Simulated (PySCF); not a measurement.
Species: 1-cyclopentene-1-carbaldehyde, C6H8O.
SMILES with atom numbers: `[O:1]=[CH:2][C:3]1=[CH:4][CH2:5][CH2:6][CH2:7]1` (hydrogens: H8 on C2; H9 on C4; H10, H11 on C5; H12, H13 on C6; H14, H15 on C7)

Computed with PySCF at CAM-B3LYP/def2-SVPD, non-relativistic, on one gas-phase PBE0-D3(BJ)/def2-SVP geometry that isn't relaxed in the solvent. The solvent is an IEF-PCM continuum (cavity from Bondi-type radii × 1.2). Specific hydrogen bonds and non-electrostatic terms are outside this model.

Gas phase at CAM-B3LYP/def2-SVPD: HOMO -8.79 eV, LUMO -0.53 eV, dipole 3.80 D.

What does the continuum do to the energy, the frontier levels and the dipole at CAM-B3LYP/def2-SVPD in dichloromethane and acetone?

```csv
solvent,ε,E(solvent) − E(gas) (kcal/mol),polarisation term (kcal/mol),distortion of the solute (kcal/mol),HOMO (eV),LUMO (eV),dipole (D)
dichloromethane,8.93,-4.91,-6.02,1.11,-8.63,-0.49,5.01
acetone,20.49,-5.49,-6.90,1.41,-8.61,-0.49,5.16
```

The polarisation term is half the interaction of the solute with the surface charges that it induces; the rest is the cost of distorting the solute's density. The sum is the electrostatic part of solvation alone. From dichloromethane to acetone the lowering changes by a factor 1.12, Onsager's factor (ε − 1)/(2ε + 1) by 1.10 and ε itself by 2.3.

Which radius a makes the point-dipole formula ΔE = −[(ε − 1)/(2ε + 1)]·μ²/a³ give the value in acetone, with the gas-phase dipole?

μ = 1.494 au and |ΔE| = 0.00874 Eh give a = 2.60 Å; the farthest nucleus lies 3.14 Å from the centroid of the nuclei, so such a sphere wouldn't even hold the nuclei. The formula assumes a rigid point dipole at the centre of a sphere.

How does the static polarisability (CAM-B3LYP/def2-SVPD, frozen core, with the continuum's full static response) change?

```csv
medium,isotropic (au),principal values (au),⟨r²⟩ of the electrons (bohr²)
gas,73.7,"52.7, 71.8, 96.7",800.5
dichloromethane,97.1,"69.0, 91.7, 130.6",800.9
acetone,100.4,"71.8, 94.3, 135.2",800.9
```

The isotropic value in acetone is 1.36 times the gas-phase one; no cavity-field correction is applied. ⟨r²⟩ is taken about the centre of nuclear charge.
